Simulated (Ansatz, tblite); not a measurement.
Cost and result up the ladder for the cluster Ga₂N₂ (the lowest singlet isomer of a short search) (4 atoms). Charge 0, multiplicity 1. Geometry: PBE-D4/def2-SVP.

Cartesian coordinates in Å:
```
Ga 0.4757 0.5373 -1.8377
Ga 0.8743 -1.3395 0.5512
N -0.5329 0.5625 0.0969
N -0.8171 0.2397 1.1897
```

Ansatz on 2 threads of Arm Neoverse V1 on a shared host; xTB runs through tblite on one thread. Times are rough, summed over both states, and most runs start from the orbitals of an earlier one. CAM-B3LYP-D4/def2-TZVP serves as the yardstick here, not as an exact answer. The other state is a doublet.

The xTB rows come from tblite. LC-ωPBE has ω = 0.4 bohr⁻¹. B3LYP takes the VWN-RPA correlation. At PBE0-D4/def2-TZVP a triplet of charge 0 lies 0.17 eV below the restricted singlet, each at its own geometry. The structure comes from a short search, and lower isomers may exist.

Run but left out: r2SCAN-D4/def2-TZVP (singlet: restricted singlet, unstable towards broken spin symmetry).

Raw xTB energies of ions are shifted by several eV.

```csv
level,functions,wall time
GFN1-xTB,26,0.005 s
GFN2-xTB,26,0.006 s
PBE-D4/def2-TZVP,158,5.6 s
PBE0-D4/def2-TZVP (with forces),158,11 s
B3LYP-D4/def2-TZVP,158,12 s
LC-ωPBE/def2-TZVP,158,12 s
BHLYP-D4/def2-TZVP,158,13 s
CAM-B3LYP-D4/def2-TZVP (with forces),158,14 s
r2SCAN0-D4/def2-TZVP,158,21 s
```

Problem. Estimate what each level gives for the vertical IE (eV).

Solution. 
| level | vertical IE (eV) | difference from CAM-B3LYP-D4/def2-TZVP (eV) |
| --- | --- | --- |
| GFN1-xTB | 9.99 | 3.66 |
| GFN2-xTB | 9.76 | 3.43 |
| PBE-D4/def2-TZVP | 6.47 | 0.14 |
| PBE0-D4/def2-TZVP (with forces) | 6.37 | 0.05 |
| B3LYP-D4/def2-TZVP | 6.43 | 0.11 |
| LC-ωPBE/def2-TZVP | 6.25 | -0.07 |
| BHLYP-D4/def2-TZVP | 6.16 | -0.17 |
| CAM-B3LYP-D4/def2-TZVP (with forces) | 6.32 | 0.00 |
| r2SCAN0-D4/def2-TZVP | 6.39 | 0.07 |
